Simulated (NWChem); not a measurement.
CH₄O₂Ti; SMILES [CH3][Ti](=[O])[OH]

```xyz
8

Ti     0.0952    -0.0828    -0.2749
O      1.5850    -0.2543     0.2502
O     -0.9977    -1.4395     0.1741
H     -0.8167    -2.2392     0.6767
C     -0.6197     1.8380     0.1823
H     -1.6237     2.0211    -0.2409
H      0.0666     2.6338    -0.1558
H     -0.6999     1.9293     1.2804
```
Atoms are numbered in this order, from 1.

All runs: NWChem. The geometry was optimised at PBE0/def2-SVP. Ions are spin-unrestricted doublets at the neutral geometry; other ion states weren't tried.

**Question.** What does the run give for PBE/def2-SVP? Quantities: vertical ionisation energy, ΔSCF (eV); −ε(HOMO) (eV).

**Answer.** 
```json
{
 "vertical ionisation energy, ΔSCF (eV)": "9.29",
 "−ε(HOMO) (eV)": "5.83"
}
```
